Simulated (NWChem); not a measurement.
Basis-set convergence for H₃ISi

SMILES: [SiH3]I
```xyz
5

Si     1.8526     0.0383     0.0000
I     -0.6210    -0.0128     0.0000
H      2.3102     0.7528     1.2209
H      2.3102     0.7528    -1.2209
H      2.3539    -1.3614     0.0000
```
Charge 0, spin multiplicity 1.

Everything below was run with NWChem. The geometry was optimised at B3LYP/def2-SVP with def2 effective core potentials on I, a minimum by its harmonic frequencies.

Quantity: vertical ionisation energy at the level ΔMP2 (Δ: difference of total energies, the cation a doublet at the parent's geometry with its hole in an orbital of symmetry a" (Cs labels); it is the state that the SCF runs reached, from PBE0 orbitals for Hartree-Fock references, and need not be the lowest).

Effective core potentials replace the inner electrons of I; spin-orbit coupling is left out. The correlated methods keep 9 core orbitals frozen. The structure started from a generated list of species. No SCF solution was tested for a lower state. Open-shell Hartree-Fock references start from PBE0 orbitals; any time given for them includes that run.

Costs are rough ratios of processor time within this set of runs, SCF included, with def2-SVPD as 1.

**Question.** In def2-TZVPP the value is 10.08 eV. Among def2-SVPD, def2-TZVP, def2-TZVPD, which is the smallest basis within 0.05 eV of it?

**Answer.** def2-TZVP, with 105 functions against 134 (also within reach: def2-TZVPD). def2-TZVPP isn't the basis-set limit itself, and a small set can land close by cancellation.

| basis | functions | vertical ionisation energy (eV) | relative cost |
|---|---|---|---|
| def2-SVPD | 83 | 9.91 | 1 |
| def2-TZVP | 105 | 10.06 | under 3 |
| def2-TZVPD | 129 | 10.07 | 3 |
| def2-TZVPP | 134 | 10.08 | 4 |
